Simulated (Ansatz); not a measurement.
Reactions of C$_{2}$H$_{8}$AlBSi, SMILES `[AlH2][CH]=CB[SiH3]`.

Calculated with Ansatz (gas phase, PBE0-D4/def2-TZVP geometries, no zero-point term in ΔE). CCSD(T)/CBS is the MP2 limit (def2-TZVPP, def2-QZVPP) plus CCSD(T) − MP2 in def2-TZVPP, frozen cores. This one scheme is used for every species. Double bonds are as drawn, so ΔE can hold a change between cis and trans. DFT in def2-TZVPP. B3LYP here is the variant with VWN-RPA as its local correlation; programs differ in this. One conformer a species, not always the lowest.

```tsv
reaction	PBE0-D4 (eV)	B2PLYP (eV)	r2SCAN-D4 (eV)	B3LYP-D4 (eV)	CCSD(T)/CBS(def2) (eV)
`[AlH2]/[CH]=C/B[SiH3]` + `OCO` → `OCOB[SiH3]` + `C=[CH][AlH2]`	-1.15	-1.20	-1.20	-1.21	-1.19
`[AlH2]/[CH]=C/B[SiH3]` + `N=C=CN` → `N=C=CNB[SiH3]` + `C=[CH][AlH2]`	-1.46	-1.49	-1.50	-1.48	-1.46
`[AlH2]/[CH]=C/B[SiH3]` + H–F → `FB[SiH3]` + `C=[CH][AlH2]`	-1.15	-1.28	-1.23	-1.23	-1.15
`[AlH2]/[CH]=C/B[SiH3]` + `[SiH3]Cl` → `[SiH3]B[SiH2]Cl` + `C=[CH][AlH2]`	0.28	0.37	0.30	0.34	0.32
`[AlH2]/[CH]=C/B[SiH3]` + `OCS` → `[SiH3]BOCS` + `C=[CH][AlH2]`	-1.32	-1.41	-1.37	-1.40	-1.36
```

Largest T1 diagnostic: 0.016, for `N=C=CNB[SiH3]`.
